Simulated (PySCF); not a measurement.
OW (SMILES [O]=[W]), triplet, geometry from GFN2-xTB (such geometries of metal compounds can be far from the true shape) (core potentials on W).

Input for PySCF:
```python
from pyscf import gto, scf, dft

mol = gto.M(
    atom='''
W    -0.000000   -0.000000   -0.165864
O     0.000000    0.000000    1.534240
''',
    basis='def2-sv(p)',
    ecp={'W': 'def2-sv(p)'},
    charge=0,
    spin=2,
    verbose=3,
)

mf = dft.UKS(mol)
mf.xc = 'blyp'
mf.kernel()
```

**Question.** What Mulliken (on the basis functions themselves) charges in atom order does BLYP/def2-SV(P) in PySCF give?

**Answer.** W1 0.27, O2 -0.27

**Question.** Give the <S^2> at the level BLYP/def2-SV(P).

**Answer.** 2.032

**Question.** Estimate the dipole moment that BLYP/def2-SV(P) returns for this input.

**Answer.** 2.22 D

These values belong to the state on which the SCF converged, which isn't shown to be the lowest.
